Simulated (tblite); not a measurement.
C4H4FNOSe.
Bonds: C1–O2, O2–C3, C3–N4 (aromatic), N4–C5 (aromatic), C5–Se6 (aromatic), Se6–C7 (aromatic), C7–F8, C3–C7 (aromatic). Hydrogens: H9, H10, H11 on C1; H12 on C5.

Computed with GFN2-xTB (tblite), gas phase: nudged elastic band of 9 images (0 to 8), spring 0.2 eV/Å², climbing image at the end, force threshold 0.05 eV/Å. No saddle search or frequency run followed, so the top image need not be a first-order saddle, and its height can exceed the method's true barrier by a kcal/mol or more.

The band describes a rotation about C3–O2 (aromatic carbon bearing oxygen, aryl ether oxygen), followed by the dihedral N4–C3–O2–C1, from the optimised start (0°) to a second optimised geometry at 180°.

**Question.** Give the energy profile along the converged band.

**Answer.** 
| image | dihedral (°) | E (kJ/mol) | C3–O2 (Å) | N4···C1 (Å) | largest true force (eV/Å) |
| --- | --- | --- | --- | --- | --- |
| 0 | 0 | 0.00 | 1.342 | 2.67 | 0.01 |
| 1 | 22 | 2.58 | 1.343 | 2.71 | 0.05 |
| 2 | 44 | 8.36 | 1.346 | 2.83 | 0.06 |
| 3 | 67 | 15.31 | 1.350 | 2.98 | 0.05 |
| 4 | 91 | 20.26 | 1.352 | 3.17 | 0.03 |
| 5 | 116 | 19.92 | 1.351 | 3.35 | 0.04 |
| 6 | 138 | 16.07 | 1.346 | 3.49 | 0.05 |
| 7 | 159 | 11.20 | 1.342 | 3.56 | 0.05 |
| 8 | 180 | 8.81 | 1.341 | 3.58 | 0.01 |

Barriers of this band. The top is image 4 at 91°: 20.26 kJ/mol forward and 11.45 kJ/mol back; the end lies 8.81 kJ/mol above the start. The central bond is 0.010 Å longer at the top than at the start.

**Question.** What rate follows at 298 K for crossing this barrier forward?

**Answer.** Taking the electronic barrier for the free energy of activation (no zero-point or entropy terms, transmission 1), rate = (kT/h)·exp(−ΔE/kT) ≈ 2 × 10^9 s⁻¹, whose inverse is 6 × 10^-10 s. An error of 1 kcal/mol in the barrier changes this by a factor of 5, and the method and the loose band can each miss by that much or more.

**Question.** How would the two end points share their population at 298 K, from these energies alone?

**Answer.** exp(−ΔE/kT) with ΔE = 0.091 eV gives 0.029 for the higher one (end) against 1 for the lower, without vibrational, rotational or degeneracy terms.

What follows is the cost of the whole band run. Time: 9.2 s wall; peak memory 0.18 GiB. Hardware: AMD EPYC, one thread, no GPU, shared host with 64 logical CPUs at a one-minute load of 62.
